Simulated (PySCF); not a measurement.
An unknown shows these calculated signals:

$^{1}$H NMR (600 MHz, computed): δ 7.45 (dd, J = 9.2, 8.4 Hz, 2H), 6.89 (t, J = 8.4 Hz, 1H), 6.64 (d, J = 9.2 Hz, 2H), 3.10 (br s, 1H), 2.94 (s, 3H).

$^{13}$C{$^{1}$H} NMR (computed): δ 153.7 (C), 135.0 (CH), 121.5 (CH), 115.1 (CH), 31.9 (CH3).

PySCF calculation with NMR shieldings at PBE0/pcSseg-1/GIAO, couplings computed with B3LYP/pcJ-1 (spin–dipole term only in couplings to heteroatoms) and GFN2-xTB geometry; no solvent model, relativity neglected, a single conformation, equivalent nuclei averaged.

Chemical shifts δ = σref − σ; $^{1}$H, $^{13}$C vs TMS, all at this level.

Q: Which of these does the molecule contain: an aldehyde, a benzene ring, an ester, an OH group, an N-methyl group, an NH or NH2 group?

A: 
- An aldehyde: no.
- A benzene ring: yes.
- An ester: no.
- An OH group: no.
- An N-methyl group: yes (δC 31.9; δH 2.94 (s)).
- An NH or NH2 group: yes (δH 3.10 (br s)).

The data belong to SMILES C1=CC(NC)=CC=C1, C7H9N; they needn't prove each group on their own.

Carbon signals by region: 4 in the sp2 and nitrile region (100–160 ppm), 1 below 50 ppm.

OH and NH positions are those of a molecule without intermolecular hydrogen bonds; in solution they move with solvent, concentration and temperature, and exchange usually removes their couplings. Splittings below 1 Hz are ignored in the labels, and close J values are merged. Couplings among chemically equivalent protons are left out too, so labels in AA′BB′ or AA′XX′ sets are apparent multiplicities. Unscaled 3J(H,H) at this level run about 10 % above measured values. Shifts are as computed. Against solution values, carbons near 30 ppm lie about +3 ppm off and those near 130 ppm about +5 ppm. Of 1211 compounds with measured shifts, 218 miss one by over three times the rms of a fit or turn the order of signals round; such compounds aren't used in these exercises. Couplings to exchangeable protons are dropped.
